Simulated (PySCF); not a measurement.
PySCF input (M06-L/def2-TZVPD):

```python
from pyscf import gto, scf, dft

mol = gto.M(
    atom='''
    Si   -0.05446077   -0.02835933    0.41810595
    O     0.75189091   -1.21217452   -0.21553791
    H     1.05097533   -1.46321381   -1.10216151
    O    -0.69291771    1.24288361   -0.23721083
    H    -0.76031015    1.61457176   -1.12933179
    ''',
    basis='def2-tzvpd',
    charge=1,
    spin=1,
    verbose=4,
)

mf = dft.UKS(mol, xc='m06l').density_fit(auxbasis='def2-universal-jkfit')
mf.grids.level = 4
mf.conv_tol = 1e-9
mf.max_cycle = 100
mf.max_memory = 1500
mf.kernel()
if not mf.converged:
    mf = mf.newton()
    mf.kernel(mf.make_rdm1())
for _ in range(2):
    mo, _, stable, _ = mf.stability(return_status=True)
    if stable:
        break
    mf.kernel(mf.make_rdm1(mo, mf.mo_occ))
mf.analyze()
```

End of the output:

```
Extra cycle  E= -440.917941536622  delta_E= 4.75e-11  |g|= 1.74e-05  |ddm|= 2.78e-05
converged SCF energy = -440.917941536622  <S^2> = 0.75318168  2S+1 = 2.0031791
uhf_internal: lowest eigs of H = [0.62942107 0.6446699  0.66234548]
<class 'pyscf.df.df_jk.DFUKS'> wavefunction is stable in the internal stability analysis
**** SCF Summaries ****
Total Energy =                        -440.917941536622152
Nuclear Repulsion Energy =             105.263376549178361
One-electron Energy =                 -810.566502232152857
Two-electron Energy =                  264.385184146352287
Two-electron Coulomb Energy =          303.055249600225125
DFT Exchange-Correlation Energy =      -38.670065453872823
HOMO-LUMO gap [eV] =                     1.875127623770712
**** MO energy ****
                             alpha | beta                alpha | beta
MO #1   energy= -66.1643006306011  | -66.1594515720619  occ= 1 | 1
MO #2   energy= -19.2445799204163  | -19.2427709819968  occ= 1 | 1
MO #3   energy= -19.2445766545901  | -19.2427680843266  occ= 1 | 1
MO #4   energy= -5.57196920974458  | -5.56837516736282  occ= 1 | 1
MO #5   energy= -3.88645429623227  | -3.88092586322794  occ= 1 | 1
MO #6   energy= -3.88144379108432  | -3.87572889865619  occ= 1 | 1
MO #7   energy= -3.87920821556846  | -3.87345779637272  occ= 1 | 1
MO #8   energy= -1.26338918445018  | -1.25956375528632  occ= 1 | 1
MO #9   energy= -1.24738652162302  | -1.24415244613387  occ= 1 | 1
MO #10  energy= -0.826181432339553 | -0.812244739501782 occ= 1 | 1
MO #11  energy= -0.780855540638022 | -0.773753404336372 occ= 1 | 1
MO #12  energy= -0.618206281177529 | -0.615439415322814 occ= 1 | 1
MO #13  energy= -0.602303929280912 | -0.59675096598105  occ= 1 | 1
MO #14  energy= -0.570597875767768 | -0.568258164681118 occ= 1 | 1
MO #15  energy= -0.569214273689958 | -0.5677826809044   occ= 1 | 1
MO #16  energy= -0.514130564101627 | -0.445220894362919 occ= 1 | 0
MO #17  energy= -0.312487214330673 | -0.278967563741638 occ= 0 | 0
MO #18  energy= -0.214676421111056 | -0.216189805605431 occ= 0 | 0
MO #19  energy= -0.189109334024226 | -0.178388687270148 occ= 0 | 0
MO #20  energy= -0.15555598001864  | -0.14455369419192  occ= 0 | 0
MO #21  energy= -0.126085682811829 | -0.0932311624259293 occ= 0 | 0
MO #22  energy= -0.105664519768368 | -0.0885091803186172 occ= 0 | 0
MO #23  energy= -0.0972311336573367 | -0.0795495013042823 occ= 0 | 0
MO #24  energy= -0.080731660273767 | -0.0728028264176949 occ= 0 | 0
MO #25  energy= -0.0766396584006576 | -0.0579329021032655 occ= 0 | 0
MO #26  energy= -0.0693020389414482 | -0.0529231454831826 occ= 0 | 0
MO #27  energy= -0.0642969288076938 | -0.0498918330122765 occ= 0 | 0
MO #28  energy= -0.0578717396415919 | -0.0493468205652731 occ= 0 | 0
MO #29  energy= -0.0154644460065156 | 0.00451324810170162 occ= 0 | 0
MO #30  energy= -0.000848497098055678 | 0.016253077334269  occ= 0 | 0
MO #31  energy= 0.00764581024009203 | 0.040936127361756  occ= 0 | 0
MO #32  energy= 0.0136225408236781 | 0.0456932639221866 occ= 0 | 0
MO #33  energy= 0.0361889638122267 | 0.0566813084275351 occ= 0 | 0
MO #34  energy= 0.0402921684015899 | 0.0709162082553973 occ= 0 | 0
MO #35  energy= 0.0411772286437033 | 0.0718373843588682 occ= 0 | 0
MO #36  energy= 0.0477099271786505 | 0.0814958378311283 occ= 0 | 0
MO #37  energy= 0.0804669514788188 | 0.107818620156875  occ= 0 | 0
MO #38  energy= 0.0904992060272938 | 0.1201567787287    occ= 0 | 0
MO #39  energy= 0.113003312724563  | 0.123521283778418  occ= 0 | 0
MO #40  energy= 0.118177032549983  | 0.12673117696146   occ= 0 | 0
MO #41  energy= 0.122401606189509  | 0.136629947776766  occ= 0 | 0
MO #42  energy= 0.124038491535727  | 0.150052760749495  occ= 0 | 0
MO #43  energy= 0.126836477470586  | 0.161725768708243  occ= 0 | 0
MO #44  energy= 0.153965498342101  | 0.187042352391076  occ= 0 | 0
MO #45  energy= 0.185754369932258  | 0.221582959784971  occ= 0 | 0
MO #46  energy= 0.20123494510417   | 0.229721285038374  occ= 0 | 0
MO #47  energy= 0.221833773724841  | 0.233989231924772  occ= 0 | 0
MO #48  energy= 0.225979321456499  | 0.241345942294085  occ= 0 | 0
MO #49  energy= 0.264596734695507  | 0.251543191019022  occ= 0 | 0
MO #50  energy= 0.269951958594902  | 0.253322550486198  occ= 0 | 0
MO #51  energy= 0.285770289616341  | 0.286307165056619  occ= 0 | 0
MO #52  energy= 0.290551149755886  | 0.296301961353998  occ= 0 | 0
MO #53  energy= 0.314099339625733  | 0.317218740804639  occ= 0 | 0
MO #54  energy= 0.35850647881231   | 0.355828745088346  occ= 0 | 0
MO #55  energy= 0.391111956555384  | 0.398261143118447  occ= 0 | 0
MO #56  energy= 0.395223598952781  | 0.403325525621072  occ= 0 | 0
MO #57  energy= 0.403791452546305  | 0.403339565837978  occ= 0 | 0
MO #58  energy= 0.424066541147696  | 0.432326835314155  occ= 0 | 0
MO #59  energy= 0.448239580848092  | 0.441935555697479  occ= 0 | 0
MO #60  energy= 0.474869230465182  | 0.482177627732876  occ= 0 | 0
MO #61  energy= 0.526200441119354  | 0.518893136566931  occ= 0 | 0
MO #62  energy= 0.529874617732699  | 0.520517249123145  occ= 0 | 0
MO #63  energy= 0.555194645964907  | 0.54777808025063   occ= 0 | 0
MO #64  energy= 0.581344267227164  | 0.584906755604023  occ= 0 | 0
MO #65  energy= 0.629461054633877  | 0.620392012143079  occ= 0 | 0
MO #66  energy= 0.659180539251351  | 0.641115792801967  occ= 0 | 0
MO #67  energy= 0.712649676395606  | 0.696807504612238  occ= 0 | 0
MO #68  energy= 0.74814073135648   | 0.711092907559457  occ= 0 | 0
MO #69  energy= 0.769594602473165  | 0.731530973680674  occ= 0 | 0
MO #70  energy= 0.799511113012108  | 0.799339502399955  occ= 0 | 0
MO #71  energy= 0.804950013934844  | 0.799341099643488  occ= 0 | 0
MO #72  energy= 0.813641911911327  | 0.813112418411748  occ= 0 | 0
MO #73  energy= 0.864846096230465  | 0.840156713864511  occ= 0 | 0
MO #74  energy= 0.909684513830028  | 0.849667159990137  occ= 0 | 0
MO #75  energy= 0.914852605512863  | 0.906436253978142  occ= 0 | 0
MO #76  energy= 0.925234604201184  | 0.918794466256135  occ= 0 | 0
MO #77  energy= 0.935088788436145  | 0.928126556652346  occ= 0 | 0
MO #78  energy= 0.986350844946735  | 0.972694056503293  occ= 0 | 0
MO #79  energy= 1.0596700960993    | 1.04774276055392   occ= 0 | 0
MO #80  energy= 1.11952693600383   | 1.1064018699671    occ= 0 | 0
MO #81  energy= 1.20219149681505   | 1.166008947572     occ= 0 | 0
MO #82  energy= 1.24286266236993   | 1.18181203555603   occ= 0 | 0
MO #83  energy= 1.26008005928962   | 1.26172122016943   occ= 0 | 0
MO #84  energy= 1.32946259772434   | 1.30276823478608   occ= 0 | 0
MO #85  energy= 1.43103809592151   | 1.43197031482877   occ= 0 | 0
MO #86  energy= 1.44015801336695   | 1.44067134081157   occ= 0 | 0
MO #87  energy= 1.52492221466328   | 1.52476781122118   occ= 0 | 0
MO #88  energy= 1.56772037776436   | 1.56170440146417   occ= 0 | 0
MO #89  energy= 1.60751432196035   | 1.60093305263586   occ= 0 | 0
MO #90  energy= 1.60833695776211   | 1.60902424921651   occ= 0 | 0
MO #91  energy= 1.67537397394933   | 1.65194760908084   occ= 0 | 0
MO #92  energy= 1.78071890295241   | 1.77375450634215   occ= 0 | 0
MO #93  energy= 1.81083957231326   | 1.80302533628313   occ= 0 | 0
MO #94  energy= 1.83052738273626   | 1.8229088704579    occ= 0 | 0
MO #95  energy= 1.96543409120684   | 1.96927330528162   occ= 0 | 0
MO #96  energy= 2.02963617829302   | 2.00657066219772   occ= 0 | 0
MO #97  energy= 2.18722263176876   | 2.18427605332656   occ= 0 | 0
MO #98  energy= 2.23604236265962   | 2.23779209724773   occ= 0 | 0
MO #99  energy= 2.29894763188504   | 2.30059913423462   occ= 0 | 0
MO #100 energy= 2.46056787501895   | 2.46169194007281   occ= 0 | 0
MO #101 energy= 2.57245559098362   | 2.57192306486902   occ= 0 | 0
MO #102 energy= 2.64847039556773   | 2.64644624602705   occ= 0 | 0
MO #103 energy= 2.66044150620955   | 2.65976130500275   occ= 0 | 0
MO #104 energy= 2.67116463431033   | 2.67176737411848   occ= 0 | 0
[...]
```
